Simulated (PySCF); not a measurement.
# One molecule, several mistakes: AlBClH3N

Calculated results; nothing here was measured. The program is PySCF 2.14.0, an open-source quantum chemistry code, run on an isolated molecule that a program drew, which may never have been made. The molecule is AlBClH3N (charge 0, doublet), drawn as the SMILES string `[BH][Al]([NH2])[Cl]`.

Each row is a Hartree-Fock (HF) and frozen-core CCSD(T) single point in the cc-pV(D+d)Z basis, meant for a local HF minimum. Run 1 is clean. Each other run has one planted mistake out of seven kinds, and not every kind appears here: one electron removed, one electron added, multiplicity raised by two, geometry at a saddle point, minimal basis STO-3G, one bond length entered in bohr, all coordinates scaled. The reference is restricted for singlets and unrestricted otherwise, and also for a bond in bohr. Adding or removing an electron swaps singlet and doublet. Electrons count all cores. HOMO and LUMO are orbital energies over both spins, the gradient is its largest component, and the lowest frequency (negative if imaginary) is given only where the gradient is small. Bond lengths are over the 6 bonds as drawn. T1 is the CCSD diagnostic: over 0.02 (restricted) or 0.045 (unrestricted) a single reference is doubtful.

Geometry of the clean run:
```xyz
7
AlBClH3N, angstrom
B    -2.7387   -1.7409   -2.6522
Al   -1.7213   -0.8987   -1.0718
N    -0.2927   -1.5859   -0.3173
Cl   -2.4994    0.8885   -0.2308
H    -3.1492   -2.0427   -3.7260
H     0.1729   -1.1925    0.4793
H     0.1783   -2.4227   -0.6056
```

```
run  electrons  basis functions  <S^2>  HOMO (eV)  LUMO (eV)  gradient (hartree/bohr)  lowest frequency (cm^-1)  mean bond (Å)  longest bond (Å)      T1  HF (hartree)  CCSD(T) (hartree)                     mistake
  1         45               89  0.760      -8.42       0.87                  1.2e-05                       151         1.5221             2.123  0.0124    -782.34966         -782.82722                    no fault
  2         45               89  3.760      -8.86      -1.45                  1.2e-02                         -         1.5221             2.123  0.0229    -782.24339         -782.70755  multiplicity raised by two
  3         46               89  0.000      -0.15       6.98                  5.5e-02                         -         1.5221             2.123  0.0126    -782.31659         -782.82860          one electron added
  4         45               89  0.759      -8.35       0.86                  5.4e-05                      -111         1.5206             2.123  0.0123    -782.34963         -782.82723                           ?
  5         45               31  0.764      -6.45       6.44                  3.9e-02                         -         1.5221             2.123  0.0147    -773.47451         -773.59826                           ?
```

**Which mistake was planted in run 4, and what did it cost?**

The gradient is small, so the point is stationary, but the lowest frequency is imaginary (-111 cm^-1). So the mistake is: geometry at a saddle point. Subtracting run 1 and multiplying by 627.51 kcal/mol a hartree, the energy moved by 0.0 kcal/mol in HF and 0.0 kcal/mol in CCSD(T).

**Which mistake was planted in run 5, and what did it cost?**

It has 31 basis functions where the clean run has 89, with the same electrons and geometry. So the mistake is: minimal basis STO-3G. Subtracting run 1 and multiplying by 627.51 kcal/mol a hartree, the energy moved by 5569.2 kcal/mol in HF and 5791.3 kcal/mol in CCSD(T).

